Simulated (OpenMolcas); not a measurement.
## What dynamic correlation does to the levels of O³⁺

```
Program             : OpenMolcas
Basis               : ANO-RCC-VTZP [4s3p2d1f]
Scalar Hamiltonian  : DKH2, point nucleus
Active space        : 3 electrons in 8 orbitals (2s 2p 3s 3p)
State averaging     : 2S+1 = 4 odd, 1 root; 2S+1 = 2 odd, 11 roots; 2S+1 = 4 even, 3 roots; 2S+1 = 2 even, 9 roots
Spin-orbit coupling : RASSI with atomic mean-field integrals over the reference wave functions, term energies averaged over their components
```

Methods on the same reference wave functions:
A. CASSCF
B. SS-CASPT2, IPEA 0.25 Eh, imaginary shift 0.1 Eh (closed shells correlated: 1s)
C. MS-CASPT2, IPEA 0.25 Eh, imaginary shift 0.1 Eh (closed shells correlated: 1s)
D. XMS-CASPT2, IPEA 0.25 Eh, imaginary shift 0.1 Eh (closed shells correlated: 1s)

Energies in cm⁻¹ above 2s² 2p ²P°_1/2, the measured ground level; measured values from Moore, Selected Tables of Atomic Spectra, NSRDS-NBS 3, section 10.

| Level | A | B | C | D | Measured |
| --- | --- | --- | --- | --- | --- |
| 2s² 2p ²P°_1/2 | 0.0 | 0.0 | 0.0 | 0.0 | 0.0 |
| 2s² 2p ²P°_3/2 | 376 | 376 | 377 | 377 | 386 |
| 2s 2p² ⁴P_1/2 | 66591 | 70300 | 70310 | 71230 | 71440 |
| 2s 2p² ⁴P_3/2 | 66722 | 70430 | 70440 | 71360 | 71570 |
| 2s 2p² ⁴P_5/2 | 66938 | 70640 | 70660 | 71580 | 71756 |
| 2s 2p² ²D_3/2 | 132748 | 127630 | 127650 | 127860 | 126950 |
| 2s 2p² ²D_5/2 | 132756 | 127640 | 127650 | 127870 | 126936 |
| 2s 2p² ²S_1/2 | 166614 | 165900 | 165910 | 166960 | 164366 |
| 2s 2p² ²P_1/2 | 190835 | 182620 | 182630 | 183140 | 180481 |
| 2s 2p² ²P_3/2 | 191093 | 182880 | 182890 | 183400 | 180724 |
| 2p³ ⁴S°_3/2 | 229546 | 231320 | 231330 | 232390 | 231538 |
| 2p³ ²D°_3/2 | 265296 | 257160 | 257170 | 256840 | 255185 |
| 2p³ ²D°_5/2 | 265303 | 257170 | 257180 | 256840 | 255156 |
| 2p³ ²P°_1/2 | 298751 | 291300 | 291330 | 291730 | 289015 |
| 2p³ ²P°_3/2 | 298784 | 291340 | 291360 | 291760 | 289024 |

Deviations, from unrounded energies. A percentage is the sum of absolute deviations over the sum of measured energies, with the sign that they share, or ± where signs differ.

| Against measurement | Levels | A | B | C | D |
| --- | --- | --- | --- | --- | --- |
| mean absolute deviation (cm-1) | 14 | 6500 | 1400 | 1400 | 1400 |
| fine structure of the ground term (%) | 1 | -2.5 | -2.5 | -2.3 | -2.3 |
| other configurations (%) | 13 | ±3.9 | ±0.8 | ±0.8 | ±0.9 |

B, C, D lie about equally close to measurement and A furthest from it. The largest miss of B in the table is 2p³ ²P°_3/2, by +2300 cm-1. The ranking rests on the paired levels alone, and a cruder setting can come out closer through cancelling errors.

Among B to D the level of the table that moves most is 2p³ ⁴S°_3/2, by 1100 cm-1 (lowest in B, highest in D). Moves below CASPT2's spread within the term are not significant.

The mean deviations of B to D differ by less than CASPT2's widest spread within a term (290 cm-1), so their order carries little weight.

The lowest spin-free term lies below A's lowest term by 0.032 hartree in B, 0.032 hartree in C, 0.037 hartree in D.

CASPT2 breaks the degeneracy within a term, and the mean is taken; among the terms shown or strongly mixed into the levels shown the widest spread is 290 cm-1 (2p³ ²D°, C). Active for correlation alone: 3p 3s; no level in the range computed is led by a configuration that fills them, so any true level of that kind is missing. Measured partners are found by configuration, term and J. A level has none where our copy of the source lacks it or the pairing is in doubt (some pairs that miss far off the trend of their configuration count as doubtful), and it then counts in no deviation. Only configurations of the active space appear.

° marks odd parity.
